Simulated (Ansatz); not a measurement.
Consider the ligand exchange at the Si–F bond: `F[Si]N([SiH3])[SiH3]` + HCl → `[SiH3]N([SiH3])[Si]Cl` + H–F.

Program: Ansatz. Geometries: PBE0-D4/def2-TZVP. ΔE: electronic, gas phase. CCSD(T)/CBS adds triple-zeta CCSD(T) − MP2 to the extrapolated MP2 energy (def2 sets, frozen cores). This one scheme is used for every species. DFT in def2-TZVPP. B3LYP here is the variant with VWN-RPA as its local correlation; programs differ in this. HSE06 is defined as in plane-wave codes. Each species was taken in one conformer, which may not be the lowest.

```
         level  ΔE (kcal/mol)  difference from CCSD(T)/CBS
        PBE-D4            7.0                         -1.6
       PBE0-D4            7.1                         -1.5
      B3LYP-D4            9.4                          0.8
      HSE06-D4            7.0                         -1.6
       ωB97X-V           10.5                          1.9
       ωB97M-V            9.8                          1.2
        revPBE            8.5                         -0.1
        r2SCAN            9.6                          1.0
         B3LYP           11.6                          3.0
         BHLYP           12.1                          3.5
     CAM-B3LYP           12.9                          4.3
       LC-ωPBE           10.9                          2.3
   HF/def2-SVP           11.5                          2.9
  MP2/def2-SVP            9.9                          1.3
 HF/def2-TZVPP           13.4                          4.8
CCSD/CBS(def2)            9.5                          0.9
   CCSD(T)/CBS            8.6                            0
```

(1) What do rigid-rotor, harmonic-oscillator terms from PBE0-D4/def2-TZVP frequencies (298.15 K, 1 bar) make of the CCSD(T)/CBS value? (Best estimate.)

Largest T1 diagnostic among the species: 0.014.

Results:

(1) Ansatz gave: ΔZPE = +1.1 kcal/mol, ΔH = +9.8 kcal/mol, ΔS = -6 J/(mol·K), ΔG = +10.3 kcal/mol.

Leaving LDA and LC-ωPBE aside and taking each functional with its dispersion term where it has one, the values, not all of them listed here, spread over 5.7 kcal/mol, from revPBE-D4 to CAM-B3LYP-D4. The D4 term adds −2.1 kcal/mol with B3LYP and −1.1 kcal/mol with PBE0; it sums over pairs of atoms, weighted by their polarisabilities, and B3LYP, whose exchange is more repulsive, gets the larger term. At CCSD(T), def2-SVP lies +1.9 kcal/mol from the extrapolated value and def2-TZVPP +1.1 kcal/mol.
